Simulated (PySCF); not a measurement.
Excitations are Tamm–Dancoff values on a coarser integration grid. The basis has no diffuse functions, so Rydberg states are missing or too high.

Cartesian coordinates (Å):
SMILES: Bc1cc(O)ccc2cccc1-2
```xyz
21

B     -0.9032     2.6022    -0.0497
C     -0.1639     1.2299    -0.0221
C      1.2363     1.3340    -0.0203
C      2.2477     0.3584    -0.0020
O      3.5285     0.7749    -0.0064
C      2.1086    -1.0359     0.0223
C      0.9376    -1.7808     0.0338
C     -0.3906    -1.3636     0.0241
C     -1.4994    -2.2219     0.0377
C     -2.6631    -1.4379     0.0208
C     -2.3197    -0.0792    -0.0036
C     -0.9171     0.0350    -0.0027
H     -2.1034     2.6984    -0.0688
H     -0.2444     3.6170    -0.0541
H      1.6151     2.3633    -0.0359
H      3.5515     1.7384    -0.0234
H      3.0557    -1.5803     0.0337
H      1.0779    -2.8671     0.0533
H     -1.4493    -3.3105     0.0575
H     -3.6833    -1.8250     0.0260
H     -3.0214     0.7509    -0.0203
```
Charge 0, multiplicity 1.

Problem. Predict the S1 oscillator strength, S1 excitation (TDA), T1 excitation (TDA), dipole moment and total energy from ωB97X-D3(BJ)/def2-TZVP // PBE0-D3(BJ)/def2-SVP run with PySCF 2.14.0.

Solution. 
```
Property                       Value
----------------------  ------------
S1 oscillator strength         0.011
S1 excitation (TDA)          2.24 eV
T1 excitation (TDA)          1.78 eV
dipole moment                 1.71 D
total energy            -13248.45 eV
```
